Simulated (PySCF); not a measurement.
## YbB: energy against distance

Set-up: Yb x2c-SVPall, B x2c-SVPall; spin-free X2C with a Gaussian nucleus (PySCF 2.14). Energies in eV from Yb (4f14 6s2) + B in their ground configurations at the same level. State: doublet, about 13.9 electrons in the 4f shell (Mulliken).

```
R (Å)     PBE
2.287  -0.982
2.393  -1.122
2.499  -1.182
2.579  -1.190
2.659  -1.174
2.739  -1.143
2.845  -1.083
2.978  -0.992
3.138  -0.875
3.350  -0.722
```

Q: Put a parabola through the three lowest points of the PBE curve and estimate Re, k and ωe (reduced mass 10.35 u; 1 eV/Å² = 0.16022 mdyn/Å; ωe = 1302.8·√(k/μ) cm⁻¹).

A: Through R = 2.499, 2.579, 2.659 Å the second-order coefficient is 1.88 eV/Å², so Re ≈ 2.566 Å, k ≈ 0.601 mdyn/Å and ωe ≈ 314 cm⁻¹. A polynomial fit of higher order to the unrounded PBE energies gives Re = 2.562 Å, k = 0.612 mdyn/Å, ωe = 317 cm⁻¹; anharmonicity and rounding make the difference.

The higher-order fit for each curve: PBE: Re = 2.562 Å, ωe = 317 cm⁻¹, De = 1.19 eV.

⟨S²⟩ is raised (YbB 0.97), so spin contamination touches these numbers. These are scalar-relativistic numbers at best; spin–orbit coupling would shift them, the dissociation energy most. With d or f electrons several states lie close, and the lowest PBE0 determinant need not be the measured ground state.
